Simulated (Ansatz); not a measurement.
Input file for Ansatz (a first-principles code): U-B3LYP/def2-TZVPP on AsRu, 2S+1 = 4, a spin state set in the input, which need not be the lowest, a point of a bond scan (R = 2.196 Å). Elements past Kr take the def2 small-core potentials; no spin–orbit coupling.

Ansatz 0.2 input:
```yaml
crystal:
  periodic: [false, false, false]
  atoms:
    - {symbol: Ru, position_ang: [0.00000000, 0.00000000, 0.00000000]}
    - {symbol: As, position_ang: [0.00000000, 0.00000000, 2.19563900]}
basis:
  gaussian:
    orbitals: def2-TZVPP
    pivot_positions_ang: [[0.00000000, 0.00000000, 0.00000000], [0.00000000, 0.00000000, 2.19563900]]
hamiltonian:
  xc: {name: B3LYP}
magnetization: {spin_polarized: true, initial_magnetization: 3}
output: {forces: true, orbitals: {seedname: ./end}}
```

The head of its log:

```
WARN ansatz: RAYON_NUM_THREADS=1 ignored (pool sized by the plan → 1); use --threads N
Functional definition: B3LYP
integrals: 0.03 GiB planned
782 factors; their error is unknown
mean field: 0.53 GiB planned
mean field evaluation 1: about -63412.4248 eV, gradient 5.1e1 eV
mean field evaluation 2: about -63170.6903 eV, gradient 1.5e2 eV
```

Problem. Predict the final total energy.

Solution. -2330.7852 hartree. Its determinant has ⟨S²⟩ = 3.93, a mixture of spin states.
